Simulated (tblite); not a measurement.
C₂H₁₁N₃Si.
Structure used (GFN2-xTB), in Å, numbered top down from 1:
```xyz
17
C2H11N3Si angstrom
C      2.3962   -0.4418    0.3967
N      0.9709   -0.2703    0.5187
Si    -0.0128    0.2644   -0.7843
N      0.5758    1.8319   -1.1983
N     -1.6171    0.2835   -0.1429
C     -2.3589   -0.9070    0.1916
H      2.6740   -1.4237   -0.0054
H      2.7738    0.3212   -0.2785
H      2.8759   -0.3219    1.3712
H      0.5671   -0.9294    1.1656
H      0.1188   -0.5060   -2.0360
H      0.0961    2.3462   -1.9173
H      0.8122    2.4488   -0.4384
H     -2.2279    0.9948   -0.5141
H     -1.6781   -1.6388    0.6199
H     -3.1301   -0.6762    0.9302
H     -2.8430   -1.3637   -0.6804
```

Computed values, GFN2-xTB/tblite, gas phase, harmonic and unscaled. Errors from tens to a few hundred cm⁻¹ against measured bands are possible. Modes of hydrogen on silicon can be 10 to 20 % off. One conformer, not necessarily the lowest.

Harmonic wavenumbers (cm⁻¹): 74.4, 81.6, 124.1, 151.2, 157.6, 170.2, 174.5, 274.8, 294.0, 345.4, 495.5, 523.6, 541.4, 681.3, 718.7, 746.0, 806.0, 864.8, 914.3, 1065.1, 1065.5, 1112.9, 1115.3, 1161.6, 1168.5, 1367.8, 1378.4, 1418.3, 1422.5, 1494.0, 1494.6, 1505.5, 1507.2, 1528.3, 2131.9, 2887.7, 2890.5, 2957.6, 2960.7, 3027.9, 3043.8, 3454.2, 3460.2, 3484.1, 3522.8.

A = 3939, B = 1957, C = 1416 MHz; mass 105.072 u (most abundant isotopes); point group C1, symmetry number 1.

**Question.** Zero-point energy?

**Answer.** ½Σν̃ = 30883 cm⁻¹ = 369.44 kJ/mol.

**Question.** Give the ideal-gas entropy at 298.15 K and 1 bar in the rigid-rotor, harmonic-oscillator model (classical rotation).

**Answer.** Translation 166.91, rotation 116.22, vibration 120.78: S = 403.9 J/(mol K).

**Question.** And Cp and H(298.15 K) − H(0)?

**Answer.** Cp = 152.53 J/(mol K), of which vibrations give 119.27 (their classical limit is 45 R = 374.2); H(298.15 K) − H(0) = 29.11 kJ/mol without the zero-point energy, 19.20 from vibrations.

**Question.** Which modes carry the vibrational entropy at 298.15 K?

**Answer.** 74.4 cm⁻¹: 16.88; 81.6 cm⁻¹: 16.12; 124.1 cm⁻¹: 12.70; 151.2 cm⁻¹: 11.12; 157.6 cm⁻¹: 10.79; 170.2 cm⁻¹: 10.18 J/(mol K); the other 39 give 43.00 together.

**Question.** What must be added to the electronic energy to get the Gibbs energy at 298.15 K and 1 bar?

**Answer.** ZPE + [H(298.15 K) − H(0)] − T·S = 369.44 + 29.11 − 120.42 = 278.13 kJ/mol.

**Question.** Blend soft modes into free rotors: weight 1/[1 + (100 cm⁻¹/ν̃)⁴] for the oscillator and the rest for a rotor with moment μB/(μ + B), μ = h/(8π²ν), B = 10⁻⁴⁴ kg m². What vibrational entropy results?

**Answer.** 114.89 J/(mol K) in place of 120.78, which changes −T·S at 298.15 K by +1.76 kJ/mol.

**Question.** How do the functions run with temperature in this model?

**Answer.** 
```
 T (K)  S (J/(mol K))  Cp (J/(mol K))  H − H(0) (kJ/mol)  G − H(0) (kJ/mol)  ln q(vib)
    50          233.0            54.8               2.00              -9.65       0.29
   100          280.5            83.2               5.51             -22.54       1.42
373.15          440.8           176.6              41.47            -123.00       8.70
   500          497.6           212.5              66.23            -182.59      11.80
   750          594.4           264.5             126.30            -319.46      17.49
  1000          675.6           300.2             197.16            -478.48      22.65
```

q(vib) and H(0) count from the zero-point level.

Hindered rotation and anharmonicity are outside this model. Other conformers, if any are populated, would add a mixing term that is left out. The structure is chiral; the term R ln 2 for an equal mix with its mirror image is left out.

Hardware: one thread, Arm Neoverse N1 (aarch64), on a shared host. Cost: 0.82 s. The figure is for the frequency step alone.
